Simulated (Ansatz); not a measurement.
`FCBr` + H₂ → `CBr` + H–F at 400 K and 1 bar (hydrogenolysis of a C–F bond).

Calculated with Ansatz (gas phase, PBE0-D4/def2-TZVP geometries, no zero-point term in ΔE). CBS: MP2 limit from def2 TZ/QZ plus the TZ coupled-cluster correction, frozen cores. This one scheme is used for every species. For Br outer-core shells are correlated without core-valence functions, which leaves a few kJ/mol of doubt a bond. Scalar relativity is left out up to krypton.

| species | CCSD(T)/CBS energy (Eh) | H − E (kJ/mol) | S (J/(mol·K)) |
| --- | --- | --- | --- |
| `FCBr` | -2712.35054 | 97.1 | 291.3 |
| H₂ | -1.17544 | 38.0 | 139.0 |
| `CBr` | -2613.17401 | 113.0 | 259.0 |
| H–F | -100.39570 | 36.5 | 182.2 |

H − E and S are ideal-gas, rigid-rotor, harmonic terms from PBE0-D4/def2-TZVP. The MP2-based limit puts H₂ 0.8 mEh under its directly extrapolated value; such offsets cancel only in part. 1 Eh = 2625.50 kJ/mol, R = 8.31446 J/(mol·K).

Problem. By hand: ΔE, ΔH, ΔS and ΔG.

Solution. ΔE = (-2613.17401) + (-100.39570) − (-2712.35054) − (-1.17544) = -0.04373 Eh = -114.8 kJ/mol. Δ(H − E) = 113.0 + 36.5 − 97.1 − 38.0 = 14.4, so ΔH = -100.4 kJ/mol. ΔS = 259.0 + 182.2 − 291.3 − 139.0 = 10.9 J/(mol·K). ΔG = -100.4 − 400 × (10.9)/1000 = -104.8 kJ/mol.

Problem. By hand: the equilibrium constant, and the temperature at which ΔG would vanish if ΔH and ΔS stayed fixed.

Solution. log₁₀ K = −ΔG/(RT ln 10) = 13.7. ΔH and −TΔS have one sign here, so there is no such temperature.

The number of gas molecules stays the same, so ΔS is small and ΔH decides. A doubt of 5 kJ/mol in ΔE shifts log₁₀ K by 0.7 here. These are equilibria of isolated gas molecules and say nothing of rates. Largest T1 diagnostic: 0.009 (customary marks: 0.02 for closed shells, 0.045 for open ones).
